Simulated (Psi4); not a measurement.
F5Nb, singlet, at a GFN2-xTB geometry (such geometries of metal compounds can be far from the true shape) (all electrons, no relativity); Psi4 with BLYP/3-21G.

Input for Psi4:
```
memory 2 GB

molecule {
0 1
  Nb   -0.00000000   -0.00000000    0.00000000
  F     1.47871376   -0.91466783   -0.53025668
  F    -0.32988414    0.24659928    1.77052225
  F    -1.14882962    0.66806856   -1.24026557
  F    -0.92871899   -1.52418406    0.03925001
  F     0.92871899    1.52418406   -0.03925001
}

set basis 3-21g
set scf_type pk
set dft_nuclear_scheme stratmann

energy('blyp')
print_variables()
```

### Question
Predict the main parts of the log of this Psi4 run.

### Answer

```
   => Loading Basis Set <=

    Name: 3-21G
    Role: ORBITAL
    Keyword: BASIS

         ---------------------------------------------------------
                                   SCF
               by Justin Turney, Rob Parrish, Andy Simmonett
                          and Daniel G. A. Smith
                              RKS Reference
         ---------------------------------------------------------

  ==> Geometry <==

    Molecular point group: c1
    Full point group: C1

    Geometry (in Angstrom), charge = 0, multiplicity = 1:

       Center              X                  Y                   Z               Mass
    ------------   -----------------  -----------------  -----------------  -----------------
         NB           0.000000000000    -0.000000001011     0.000000000000    92.906373000000
         F            1.478713760000    -0.914667831011    -0.530256680000    18.998403162730
         F           -0.329884140000     0.246599278989     1.770522250000    18.998403162730
         F           -1.148829620000     0.668068558989    -1.240265570000    18.998403162730
         F           -0.928718990000    -1.524184061011     0.039250010000    18.998403162730
         F            0.928718990000     1.524184058989    -0.039250010000    18.998403162730

  Running in c1 symmetry.

  Rotational constants: A =      0.08951  B =      0.07831  C =      0.07831 [cm^-1]
  Rotational constants: A =   2683.41821  B =   2347.64841  C =   2347.64840 [MHz]
  Nuclear repulsion =  694.796316282698967

  Charge       = 0
  Multiplicity = 1
  Electrons    = 86
  Nalpha       = 43
  Nbeta        = 43

  ==> Algorithm <==

  SCF Algorithm Type is PK.
  DIIS enabled.
  MOM disabled.
  Fractional occupation disabled.
  Guess Type is SAD.
  Energy threshold   = 1.00e-06
  Density threshold  = 1.00e-06
  Integral threshold = 1.00e-12

  ==> Primary Basis <==

  Basis Set: 3-21G
    Blend: 3-21G
    Number of shells: 39
    Number of basis functions: 84
    Number of Cartesian functions: 84
    Spherical Harmonics?: false
    Max angular momentum: 2

  ==> DFT Potential <==

   => LibXC <=

    Version 7.1.2
    S. Lehtola, C. Steigemann, M. J. T. Oliveira, and M. A. L. Marques,  SoftwareX 7, 1–5 (2018) (10.1016/j.softx.2017.11.002)

   => Composite Functional: BLYP <=

    BLYP GGA Exchange-Correlation Functional

    P.J. Stephens et. al., J. Phys. Chem., 98, 11623-11627, 1994
    B. Miehlich et. al., Chem. Phys. Lett., 157(3), 200-206 1989

    Deriv               =              1
    GGA                 =           TRUE
    Meta                =          FALSE

    Exchange Hybrid     =          FALSE
    MP2 Hybrid          =          FALSE

   => Exchange Functionals <=

    1.0000     XC_GGA_X_B88

   => Correlation Functionals <=

    1.0000     XC_GGA_C_LYP

   => LibXC Density Thresholds  <==

    XC_GGA_C_LYP:  1.00E-14
    XC_GGA_X_B88:  1.00E-15

   => Molecular Quadrature <=

    Radial Scheme          =       TREUTLER
    Pruning Scheme         =           NONE
    Nuclear Scheme         =      STRATMANN

    Blocking Scheme        =         OCTREE
    BS radius alpha        =              1
    Pruning alpha          =              1
    Radial Points          =             75
    Spherical Points       =            302
    Total Points           =         121093
    Total Blocks           =            968
    Max Points             =            256
    Max Functions          =             80
    Weights Tolerance      =       1.00E-15

  ==> Integral Setup <==

  Using in-core PK algorithm.
   Calculation information:
      Number of atoms:                   6
      Number of AO shells:              39
      Number of primitives:             78
      Number of atomic orbitals:        84
      Number of basis functions:        84

      Integral cutoff                 1.00e-12
      Number of threads:                 1

  Performing in-core PK
  Using 12748470 doubles for integral storage.
  We computed 211017 shell quartets total.
  Whereas there are 304590 unique shell quartets.

  ==> DiskJK: Disk-Based J/K Matrices <==

    J tasked:                  Yes
    K tasked:                   No
    wK tasked:                  No
    Schwarz Cutoff:          1E-12

  Minimum eigenvalue in the overlap matrix is 1.6201735381E-03.
  Reciprocal condition number of the overlap matrix is 3.2891837558E-04.
    Using symmetric orthogonalization.

  ==> Pre-Iterations <==

  SCF Guess: Superposition of Atomic Densities via on-the-fly atomic UHF (no occupation information).

   -------------------------
    Irrep   Nso     Nmo
   -------------------------
     A         84      84
   -------------------------
    Total      84      84
   -------------------------

  ==> Iterations <==

                        Total Energy        Delta E     RMS |[F,P]|

   @RKS iter SAD: -4232.60583482151924   -4.23261e+03   0.00000e+00
   @RKS iter   1: -4234.74918854434782   -2.14335e+00   7.88130e-03 DIIS/ADIIS
   @RKS iter   2: -4234.75346477464973   -4.27623e-03   7.53439e-03 DIIS/ADIIS
   @RKS iter   3: -4234.82547008745132   -7.20053e-02   3.55822e-03 DIIS/ADIIS
   @RKS iter   4: -4234.85687834637065   -3.14083e-02   9.40111e-04 DIIS/ADIIS
   @RKS iter   5: -4234.85916919138344   -2.29085e-03   4.61476e-04 DIIS/ADIIS
   @RKS iter   6: -4234.85970958186135   -5.40390e-04   3.67920e-05 DIIS
   @RKS iter   7: -4234.85971291815258   -3.33629e-06   8.99844e-06 DIIS
   @RKS iter   8: -4234.85971314989911   -2.31747e-07   7.42835e-07 DIIS
  Energy and wave function converged.

  ==> Post-Iterations <==

   Electrons on quadrature grid:
      Ntotal   =   85.9999954603 ; deviation = -4.540e-06

    Orbital Energies [Eh]
    ---------------------

    Doubly Occupied:

       1A   -671.095477     2A    -92.944080     3A    -85.136743
       4A    -85.136743     5A    -85.136575     6A    -24.201164
       7A    -24.201162     8A    -24.200723     9A    -24.188620
      10A    -24.187206    11A    -15.745891    12A    -12.678801
      13A    -12.678801    14A    -12.678669    15A     -7.653954
      16A     -7.653863    17A     -7.653861    18A     -7.653734
      19A     -7.653732    20A     -2.221852    21A     -1.415810
      22A     -1.401502    23A     -1.401501    24A     -1.082491
      25A     -1.073311    26A     -1.041543    27A     -1.041542
      28A     -1.010635    29A     -0.456497    30A     -0.443637
      31A     -0.443633    32A     -0.440061    33A     -0.440060
      34A     -0.395849    35A     -0.368015    36A     -0.367560
      37A     -0.367560    38A     -0.360825    39A     -0.354658
      40A     -0.354657    41A     -0.339319    42A     -0.339318
      43A     -0.336704

    Virtual:

      44A     -0.115531    45A     -0.115523    46A     -0.072641
      47A     -0.072638    48A     -0.028859    49A      0.016602
      50A      0.016604    51A      0.022716    52A      0.055226
      53A      0.141420    54A      0.187817    55A      0.187822
      56A      0.197333    57A      0.431376    58A      0.677728
      59A      0.677750    60A      0.690150    61A      0.690154
      62A      0.779212    63A      1.666121    64A      1.745777
      65A      1.745779    66A      1.752805    67A      1.759919
      68A      1.763664    69A      1.763670    70A      1.824790
      71A      1.824793    72A      1.860692    73A      1.894699
      74A      1.911478    75A      1.911479    76A      1.985827
      77A      1.985830    78A      2.108101    79A      3.217810
      80A      3.272913    81A      3.414328    82A      3.414330
      83A      3.957645    84A    108.452188

    Final Occupation by Irrep:
              A
    DOCC [    43 ]
    NA   [    43 ]
    NB   [    43 ]

  @RKS Final Energy: -4234.85971314989911

   => Energetics <=

    Nuclear Repulsion Energy =            694.7963162826989674
    One-Electron Energy =               -7240.2247940838751674
    Two-Electron Energy =                2479.4394942521439589
    DFT Exchange-Correlation Energy =    -168.8707296008672643
    Empirical Dispersion Energy =           0.0000000000000000
    VV10 Nonlocal Energy =                  0.0000000000000000
    Total Energy =                      -4234.8597131498991075

Computation Completed

Properties will be evaluated at   0.000000,   0.000000,   0.000000 [a0]

Properties computed using the SCF density matrix

 Multipole Moments:

 ------------------------------------------------------------------------------------
     Multipole            Electronic (a.u.)      Nuclear  (a.u.)        Total (a.u.)
 ------------------------------------------------------------------------------------

 L = 1.  Multiply by 2.5417464519 to convert [e a0] to [Debye]
 Dipole X            :         -0.0000081            0.0000000           -0.0000081
 Dipole Y            :          0.0000053            0.0000000            0.0000053
 Dipole Z            :          0.0000159            0.0000000            0.0000159
 Magnitude           :                                                    0.0000186

 ------------------------------------------------------------------------------------

  Variable Map:
  ----------------------------------------------------------------------------
  "CURRENT ENERGY"              =>   -4234.859713149899
  "CURRENT REFERENCE ENERGY"    =>   -4234.859713149899
  "DD SOLVATION ENERGY"         =>       0.000000000000
  "DFT FUNCTIONAL TOTAL ENERGY" =>   -4234.859713149899
  "DFT TOTAL ENERGY"            =>   -4234.859713149899
  "DFT VV10 ENERGY"             =>       0.000000000000
  "DFT XC ENERGY"               =>    -168.870729600867
  "GRID ELECTRONS ALPHA"        =>      42.999997730132
  "GRID ELECTRONS BETA"         =>      42.999997730132
  "GRID ELECTRONS TOTAL"        =>      85.999995460264
  "NUCLEAR REPULSION ENERGY"    =>     694.796316282699
  "ONE-ELECTRON ENERGY"         =>   -7240.224794083875
  "PCM POLARIZATION ENERGY"     =>       0.000000000000
  "PE ENERGY"                   =>       0.000000000000
  "SCF ITERATION ENERGY"        =>   -4234.859713149899
  "SCF ITERATIONS"              =>       8.000000000000
  "SCF TOTAL ENERGY"            =>   -4234.859713149899
  "TWO-ELECTRON ENERGY"         =>    2479.439494252144
  "XC GRID RADIAL POINTS"       =>      75.000000000000
  "XC GRID SPHERICAL POINTS"    =>     302.000000000000
  "XC GRID TOTAL POINTS"        =>  121093.000000000000

  Array Variable Map:
  ----------------------------------------------------------------------------
  "CURRENT DIPOLE"              =>      -0.000008051548 ... 0.000015939863 1 by 3
  "SCF DIPOLE"                  =>      -0.000008051548 ... 0.000015939863 1 by 3
  "SCF TOTAL ENERGIES"          =>   -4232.605834821519 ... -4234.859713149899 1 by 9
```
